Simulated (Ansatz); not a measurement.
Z-matrix (Å, degrees):
```
In
C 1 2.1851
H 2 1.0891 1 111.60
H 2 1.0912 3 109.08 1 -121.73
H 2 1.0917 3 108.82 4 -117.24
C 1 2.1852 2 120.48 3 4.22
H 6 1.0897 1 111.16 2 153.61
H 6 1.0899 7 109.38 1 122.82
H 6 1.0924 7 108.17 8 117.45
C 1 2.1858 2 119.86 3 -175.75
H 10 1.0893 1 111.49 2 14.21
H 10 1.0906 11 109.24 1 -122.29
H 10 1.0921 11 108.55 12 -117.27
```
Charge 0, spin multiplicity 1.

Calculation: frozen-core CCSD(T)/def2-TZVPP // B3LYP-D3(BJ)/def2-TZVP (Ansatz, an electronic-structure program).

```json
{
  "HF energy": "-308.07645 Ha",
  "MP2 correlation energy": "-0.84276 Ha"
}
```

Estimate the CCSD correlation energy, the (T) correction, the total energy and the T1 diagnostic.


```
Property                         Value
-----------------------  -------------
CCSD correlation energy    -0.87917 Ha
(T) correction             -0.03169 Ha
CCSD(T) total energy     -308.98731 Ha
T1 diagnostic                    0.011
```
